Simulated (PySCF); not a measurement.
# J couplings in C5H3FO2

Geometry:
```
atom   x (Å)   y (Å)   z (Å)
  O1   2.535  -0.177   0.092
  C2   1.347  -0.104  -0.061
  C3   0.490   1.103   0.095
  C4  -0.812   0.761   0.110
  C5  -0.966  -0.712  -0.031
  O6  -1.961  -1.359   0.154
  C7   0.405  -1.246  -0.448
  F8   0.725  -2.437   0.101
  H9   0.911   2.104   0.206
 H10  -1.668   1.426   0.235
 H11   0.413  -1.329  -1.553
```

Method: B3LYP/pcJ-1 (spin–dipole term only in couplings to heteroatoms)//PBE0-D3(BJ)/def2-SVP, PySCF 2.14.0 with density-fitted response routines; isolated molecule, single conformer, non-relativistic. Couplings are averaged over pairs made equivalent by symmetry, fast rotation or ring inversion, so a value needn't be that of the named pair in this geometry, while other rotamers aren't included; one pair stands for each set, and the list holds those of at least 0.8 Hz over up to four bonds, among pairs with at least one C or F or H atom (others weren't computed). One-bond C–F couplings come out tens of Hz too large with common functionals.

Isotopes: ¹³C, ¹⁹F, ¹H, ¹⁷O. Couplings to quadrupolar nuclei such as 17O and 33S are rarely resolved in practice.

| pair | bonds | J (Hz) |
| --- | --- | --- |
| O1, C2 | 1 | 33.8 |
| C2, C3 | 1 | ? |
| C2, C7 | 1 | 50.8 |
| C3, C4 | 1 | 64.8 |
| C3, H9 | 1 | ? |
| C7, F8 | 1 | -273.8 |
| C7, H11 | 1 | 155.4 |
| O1, C3 | 2 | -3.8 |
| C2, C4 | 2 | 2.3 |
| C2, C5 | 2 | 11.9 |
| C2, F8 | 2 | 13.0 |
| C2, H9 | 2 | 3.3 |
| C2, H11 | 2 | ? |
| C3, C7 | 2 | ? |
| C3, H10 | 2 | 2.2 |
| F8, H11 | 2 | 55.5 |
| O1, C4 | 3 | -1.8 |
| O1, F8 | 3 | ? |
| C2, H10 | 3 | ? |
| C3, F8 | 3 | 1.0 |
| C7, H9 | 3 | 3.2 |
| H9, H10 | 3 | ? |
| F8, H9 | 4 | 2.1 |

Problem. Estimate the withheld couplings, with signs.

Solution. 
- ¹J(C2,C3) = 49.4 Hz (bond length 1.488 Å)
- ¹J(C3,H9) = 183.5 Hz (bond length 1.092 Å, sp2 carbon)
- ²J(C2,H11) = -4.3 Hz (angle at C7 108°)
- ²J(C3,C7) = 20.8 Hz (angle at C2 106°)
- ³J(O1,F8) = 5.4 Hz (dihedral angle 37°)
- ³J(C2,H10) = 12.6 Hz (dihedral angle 178°)
- ³J(H9,H10) = 7.6 Hz (dihedral angle 0°)
